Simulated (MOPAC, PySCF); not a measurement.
AlBr₃, SMILES `[Br][Al]([Br])[Br]`, neutral singlet in the gas phase. 

Cartesian coordinates (Å):
SMILES: [Br][Al]([Br])[Br]
```xyz
4

Br    -1.8170    -1.2917     0.0139
Al     0.0000     0.0000    -0.0001
Br     2.0270    -0.9278    -0.0143
Br    -0.2100     2.2194     0.0005
```
Charge 0, spin multiplicity 1.

All levels are single points at this geometry (PBE0-D3(BJ)/def2-TZVP); Pople sets use spherical d functions. Orbital energies aren't observables, and empty levels follow the basis.

B3LYP/6-311+G** (LANL2DZ on Br) in PySCF gives HOMO (eV) = -8.38.

Question: Estimate the HOMO (eV) from each of these levels: PBE-D3(BJ)/def2-TZVP in PySCF; ωB97X-D3(BJ)/def2-TZVP in PySCF; BP86/6-31G* in PySCF; PBE/6-31G* in PySCF; HF/3-21G in PySCF; HF/STO-3G in PySCF; AM1 in MOPAC; PM3 in MOPAC.

Answer: 
| level | HOMO (eV) |
|---|---|
| PBE-D3(BJ)/def2-TZVP in PySCF | -7.36 |
| ωB97X-D3(BJ)/def2-TZVP in PySCF | -11.03 |
| BP86/6-31G* in PySCF | -7.44 |
| PBE/6-31G* in PySCF | -7.34 |
| HF/3-21G in PySCF | -11.49 |
| HF/STO-3G in PySCF | -8.79 |
| AM1 in MOPAC | -11.51 |
| PM3 in MOPAC | -13.01 |
